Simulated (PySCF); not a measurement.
**C3H7ClO3Si: full NMR table**

```
Formula                               : C3H7ClO3Si
SMILES                                : CO[Si@H](Cl)OC(C)=O
Point group of the computed structure : C1
Degrees of unsaturation               : 1
Carbon signals                        : 3
Proton signals                        : 3
```

Bonds (- single, = double, # triple, : aromatic): C1-O2 1.399 Å, O2-Si3 1.609 Å, Si3-Cl4 2.004 Å, Si3-O5 1.642 Å, O5-C6 1.333 Å, C6-C7 1.502 Å, C6=O8 1.199 Å. C1 carries H9, H10, H11; Si3 carries H12; C7 carries H13, H14, H15. Stereochemistry as in CO[Si@H](Cl)OC(C)=O.

- coordinates at the GFN2-xTB level
- shielding tensors at PBE0/pcSseg-1 (GIAO)
- code: PySCF 2.14.0 with density-fitted response routines
- one averaged value for each set of equivalent atoms, no solvent model, relativity neglected, single conformer

Shifts are taken against calculated references (same method and geometry level): 1H and 13C and 29Si against TMS; 17O against H2O.

```tsv
carbon	δC, type	δH (multiplicity)	HMBC from (2–3 bonds)	span of the C tensor (ppm)
C1	51.2, CH3	3.86 (s)	H12	75
C6	175.0, C	–	H12, H13/H14/H15	167
C7	23.8, CH3	2.14 (s)	–	53
```

Other nuclei:
```csv
atoms,nucleus,environment,δ (ppm),σ (ppm)
H12,1H,"hydrogen on a silicon bonded to Cl, 2 O",5.48,26.23
Si3,29Si,"silicon bonded to Cl, 2 O, H",-38.5,387.6
O8,17O,carbonyl oxygen,471.4,-135.3
O5,17O,"oxygen bonded to C, Si",238.0,98.1
O2,17O,"oxygen bonded to C, Si",35.8,300.3
```

Carbon types of the structure: 1 × C, 2 × CH3, leaving 1 H on heteroatoms. δC 175.0: carbonyl carbon. δC 51.2: methyl carbon bonded to O; deshielded by the electronegative neighbour. δC 23.8: methyl carbon α to a carbonyl; the adjacent C=O deshields it moderately. δH 3.86: hydrogen on a methyl carbon bonded to O; its carbon carries O, which withdraws density. δH 2.14: hydrogen on a methyl carbon α to a carbonyl; α to C=O.

Shifts are as computed. Against solution values, carbons near 30 ppm lie about +3 ppm off and those near 130 ppm about +5 ppm. Of 1309 compounds with measured shifts, 239 miss one by over three times the rms of a fit or turn the order of signals round; such compounds aren't used in these exercises. Unscaled 17O shifts of doubly bonded oxygen tend to come out too high, by tens of ppm or more. Experimental scales use liquid or dissolved standards, which lie at an offset from isolated H2O (liquid H2O: subtract about 36 ppm). Multiplicities follow the n + 1 count of equivalent neighbours, as no J values were calculated; m marks all less simple cases, F and P coupling included.
